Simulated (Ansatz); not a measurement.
Al₇N₇H₂₀, a nanocrystal cut from wurtzite AlN (hydrogen-capped). Charge 0, multiplicity 1. Geometry PBE-D4/def2-SVP, basis def2-TZVP, Ansatz.

| run | HOMO (eV) | LUMO (eV) |
| --- | --- | --- |
| A | -7.49 | -0.54 |
| B | -6.56 | -0.80 |
| C | -7.09 | -0.90 |
| D | -6.26 | -1.31 |
| E | -8.68 | 0.09 |

HSE06 is defined as in plane-wave codes, on full-range PBE exchange. Single mean-field runs in def2-TZVP are fitted with def2-universal-jkfit.

Problem. The runs used BHLYP, HSE06, PBE, PBE0, r2SCAN. Estimate which is which.

Solution. A PBE0 (25 % exact exchange); B r2SCAN (0 % exact exchange); C HSE06 (range-separated); D PBE (0 % exact exchange); E BHLYP (50 % exact exchange). Exact exchange lowers occupied and raises empty levels; among semilocal functionals meta-GGAs tend to open the gap a little, and such runs are hard to tell apart. The gap grows from 4.95 eV (PBE) to 8.78 eV (BHLYP).
